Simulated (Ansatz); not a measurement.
[B(OH)4]- (BO4H4⁻). Charge -1, multiplicity 1. Geometry relaxed at r2SCAN-D4/def2-SVPD.

```xyz
9

B    -0.001   -0.001    0.002
O     1.003   -0.564   -0.934
H     0.861   -0.122   -1.777
O    -0.089   -0.932    1.153
H    -0.047   -1.820    0.783
O    -1.263    0.160   -0.761
H    -1.810    0.764   -0.250
O     0.346    1.333    0.549
H     1.001    1.180    1.237
```

**Question.** Estimate the harmonic wavenumbers at RKS r2SCAN-D4/def2-SVPD (Ansatz, unscaled). Is this a minimum?

**Answer.** 176, 229, 280, 283, 382, 398, 477, 477, 512, 726, 851, 851, 964, 995, 1062, 1187, 1187, 3866, 3869, 3869, 3873 cm⁻¹. Yes, no mode is imaginary beyond noise. Zero-point energy 158.6 kJ/mol. Run time 1.8 min (2 threads of Arm Neoverse V2 on a shared host).
